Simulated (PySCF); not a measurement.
Bond length, frequency and bond energy of CsF by level of theory

State: ¹Σ⁺ (singlet), closed shell. Set-up: Cs def2-TZVP with ECP46, F def2-TZVP; scalar-relativistic core potentials (PySCF 2.14). De refers to Cs + F in their high-spin ground configurations, without counterpoise correction. A positive dipole means Cs(−)F(+). Levels whose curve was spin-contaminated or gave no clean fit are not listed.

```
      Level  Re (Å)  ωe (cm⁻¹)  De (eV)  μ (D)
        RHF   2.437        341     3.07  -8.94
    RHF-MP2   2.418        344     5.03    n/a
RHF-SCS-MP2   2.426        342     4.90    n/a
   RHF-CCSD   2.424        343     4.61    n/a
RHF-CCSD(T)   2.421        344     4.72    n/a
        PBE   2.390        355     5.27  -7.52
       PW91   2.389        356     5.34  -7.52
       TPSS   2.396        358     5.23  -7.70
     r²SCAN   2.391        359     5.13  -7.84
       PBE0   2.381        362     4.94  -7.89
  CAM-B3LYP   2.397        357     5.13  -8.15
```

**Question.** What are the measured Re and ωe, and which levels come closest?

**Answer.** Re = 2.345351 Å and ωe = 352.56 cm⁻¹ (Huber and Herzberg, Constants of Diatomic Molecules (1979)). Closest are PBE0 for the length (off by 0.036 Å) and PBE for the frequency (off by 0.8 %).

```csv
Level,error in Re (pm),error in ωe (%)
RHF,9.2,-3.3
RHF-MP2,7.2,-2.4
RHF-SCS-MP2,8.0,-3.0
RHF-CCSD,7.9,-2.7
RHF-CCSD(T),7.6,-2.5
PBE,4.5,0.8
PW91,4.3,1.0
TPSS,5.1,1.5
r²SCAN,4.5,1.9
PBE0,3.6,2.7
CAM-B3LYP,5.2,1.3
```

Correlated steps freeze 1 core orbital. These are scalar-relativistic numbers at best; spin–orbit coupling would shift them, the dissociation energy most. Where the molecule has an RHF reference, its open-shell atoms are computed with UHF.

The whole job (state search and all levels along the bond) took about 1.8 min on 1 thread of Intel Xeon 6975P-C (shared host), peak memory 0.78 GiB.
